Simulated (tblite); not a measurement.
C5H8N2SeSi.
Structure used (GFN2-xTB), in Å, numbered top down from 1:
```xyz
17
C5H8N2SeSi angstrom
C     -0.4779   -1.6565   -0.1967
C     -1.0259   -0.4591   -0.0030
C     -2.5145   -0.2798    0.0435
C     -0.2573    0.7661    0.1922
N     -0.9325    1.8651    0.4723
Se     0.1465    3.2297    0.6731
N      1.5474    2.1926    0.3449
C      1.1652    0.9613    0.1197
Si     2.6130   -0.1918   -0.2524
H     -1.0989   -2.5261   -0.3317
H      0.5834   -1.8210   -0.2222
H     -2.8270    0.4340   -0.7162
H     -2.8076    0.1265    1.0097
H     -3.0236   -1.2259   -0.1177
H      3.8257    0.6175   -0.2718
H      2.3869   -0.8161   -1.5600
H      2.6902   -1.2045    0.8065
```

Calculated harmonic vibrations of the isolated species, GFN2-xTB (tblite), most abundant isotopes, no scaling. Errors from tens to a few hundred cm⁻¹ against measured bands are possible. Modes of hydrogen on silicon can be 10 to 20 % off. One conformer, not necessarily the lowest. The optimisation stopped once no atom felt more than 0.01 eV/Å.

Lowest wavenumbers of the output (negative numbers stand for imaginary wavenumbers):
```
mode    cm-1
  1     -39.8
  2     130.8
  3     146.2
  4     162.5
  5     170.5
  6     194.4
  7     218.9
  8     333.2
  9     342.1
 10     411.9
 11     425.5
 12     473.7
 13     527.5
 14     554.2
 15     558.0
```

Is this structure a minimum?

Not by this Hessian. 1 mode is imaginary beyond 20i (40i cm⁻¹), so at this level the point lies at or near a first-order saddle. The curvature is small, so loose convergence or finite differences may be the whole cause.

Which atoms move in the imaginary mode?

40i: C1 (terminal =CH2 carbon) 32 %, C3 (allylic carbon) 26 %. These are shares of the mass-weighted motion.

What is the remedy?

Step along that mode in both directions, optimise again with tighter thresholds and repeat the frequencies. The zero-point energy of this point (71.9 kcal/mol) counts the 44 real modes alone, and thermal corrections from it aren't those of a minimum.
